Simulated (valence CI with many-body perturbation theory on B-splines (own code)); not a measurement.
Values are calculated unless marked as measured or tabulated.
# Hyperfine factors and g values of Ge26+

Method: valence CI with perturbative core correlation (CI+MBPT): four valence electrons over a frozen Dirac-Fock core [He], a basis of 11 s, 11 p, 9 d, 7 f, 5 g, 2 h, 1 i functions for each j, with the one-electron correlation potential Σ1 (screened to all orders), the two-electron term Σ2, the three-electron term Σ3, Breit, model QED; selected single and double excitations, second order for the rest (own B-spline code, finite nucleus).

No measured spectrum was set against this ion. As an estimate, large intervals hold to a few tenths of a per cent, small ones and those within an open d or f shell to about a per cent. Among the levels kept, up to 270 cm⁻¹ of a level comes from second order outside the variational space, and about a tenth of that is noise between levels of different J, which matters for small intervals.

A/g_I is the dipole constant over the nuclear g factor μ/I (μ in nuclear magnetons, uniformly magnetised nucleus), B/Q the quadrupole constant per barn. Both hold the static response of the core; the bare values leave it out. Large factors of s and p1/2 electrons are usually good to 5 to 10 %; those of open d and f shells near neutrality can be off by tens of per cent, and small factors of p3/2, d and f electrons come from cancelling terms and can be off by a factor of two or in sign, in half-filled shells by more. B is blank for J = 1/2, where it vanishes, and for nearly pure S terms. Energies count from the lowest level. Levels with J = 0 are left out.

Levels are named by their leading jj configuration (3d3/2^4 stands for four electrons in 3d with j = 3/2), which in mixed levels can hold well under half, so a name can repeat and another be missing. Letters in brackets count levels of one name in rising energy.

| Level | E (eV) | g | A/g_I (MHz) | A/g_I bare | B/Q (MHz/b) | B/Q bare |
| --- | --- | --- | --- | --- | --- | --- |
| (2s^2 2p1/2 2p3/2) J=1 | 27.3 | 1.496 | -7020 | -3020 | 51800 | 52000 |
| (2s^2 2p1/2 2p3/2) J=2 | 35.7 | 1.278 | 110000 | 112000 | 28200 | 28300 |
| (2s^2 2p3/2^2) J=2 | 69.7 | 1.211 | 65400 | 67100 | 74600 | 74900 |
| (2s 2p1/2^2 2p3/2) J=2 | 104.2 | 1.918 | 248000 | 250000 | 14700 | 14800 |
| (2s 2p1/2^2 2p3/2) J=1 | 145.7 | 0.799 | -123000 | -118000 | 94200 | 94500 |
| (2s 2p1/2 2p3/2^2) J=2 [a] | 150.3 | 1.296 | 205000 | 202000 | 138000 | 139000 |
| (2s 2p1/2 2p3/2^2) J=3 | 160.5 | 1.327 | 251000 | 249000 | -297 | -310 |
| (2s 2p1/2 2p3/2^2) J=1 [a] | 182.1 | 1.301 | 212000 | 211000 | -96700 | -97000 |
| (2s 2p1/2 2p3/2^2) J=2 [b] | 187.9 | 1.293 | 114000 | 116000 | -122000 | -122000 |
| (2s 2p1/2 2p3/2^2) J=1 [b] | 202.7 | 1.645 | 47800 | 54200 | 10300 | 10300 |
| (2s 2p3/2^3) J=2 | 219.1 | 1.139 | 209000 | 206000 | -33000 | -33100 |
| (2s 2p3/2^3) J=1 | 244.9 | 1.233 | -89600 | -82000 | -6940 | -6990 |
| (2p1/2^2 2p3/2^2) J=2 | 295.5 | 1.405 | 47600 | 53000 | 48400 | 48500 |
| (2p1/2 2p3/2^3) J=1 | 326.9 | 1.496 | -13900 | -6930 | -50600 | -50800 |
| (2p1/2 2p3/2^3) J=2 | 338.1 | 1.083 | 119000 | 120000 | -151000 | -151000 |
| (2s^2 2p1/2 3s) J=1 | 1540.1 | 1.357 | 291000 | 287000 | -9530 | -9560 |
| (2s^2 2p1/2 3p1/2) J=1 | 1567.5 | 0.674 | 200000 | 197000 | -2110 | -2120 |
| (2s^2 2p3/2 3s) J=2 | 1574.8 | 1.496 | 111000 | 112000 | 106000 | 106000 |
| (2s^2 2p3/2 3s) J=1 | 1578.4 | 1.131 | 6950 | 11100 | 62300 | 62500 |
| (2s^2 2p1/2 3p3/2) J=1 | 1581.8 | 1.436 | -32600 | -31600 | 13800 | 13800 |
| (2s^2 2p1/2 3p3/2) J=2 | 1583.0 | 1.177 | 89900 | 89700 | 23100 | 23100 |
| (2s^2 2p3/2 3p1/2) J=1 | 1608.2 | 1.323 | 89400 | 91400 | 34600 | 34700 |
| (2s^2 2p1/2 3d3/2) J=2 | 1610.0 | 0.755 | 85600 | 84700 | 10900 | 11000 |
| (2s^2 2p3/2 3p1/2) J=2 | 1611.4 | 1.277 | 68000 | 69800 | 66500 | 66700 |
| (2s 2p1/2^2 3s) J=1 | 1612.2 | 2.218 | 373000 | 370000 | -4110 | -4130 |
| (2s^2 2p3/2 3p3/2) J=3 | 1614.1 | 1.331 | 41600 | 43100 | 136000 | 136000 |
| (2s^2 2p3/2 3p3/2) J=1 | 1615.5 | 1.714 | 116000 | 117000 | -34900 | -35000 |
| (2s^2 2p1/2 3d5/2) J=3 | 1618.6 | 1.116 | 53600 | 53200 | 633 | 744 |
| (2s^2 2p1/2 3d5/2) J=2 | 1618.7 | 1.251 | -43700 | -43400 | -3620 | -3540 |
| (2s^2 2p1/2 3d3/2) J=1 | 1620.2 | 0.793 | -58900 | -58400 | -147 | -108 |
| (2s^2 2p3/2 3p3/2) J=2 | 1625.1 | 1.213 | 59400 | 60300 | 45400 | 45500 |
| (2s 2p1/2 2p3/2 3s) J=2 [a] | 1632.2 | 1.797 | 250000 | 248000 | 99200 | 99600 |

(1) Take the isotope of mass number 73, with I = 9/2, μ = -0.87824 μN and Q = -0.196 b. What is the hyperfine structure of (2s^2 2p3/2^2) J=2?

## Answers

(1) From the table A = -12800 MHz, B = -14600 MHz. Shifts from the centre of gravity in MHz: F = 5/2: 134000, F = 7/2: 95700, F = 9/2: 42700, F = 11/2: -27700, F = 13/2: -119000.
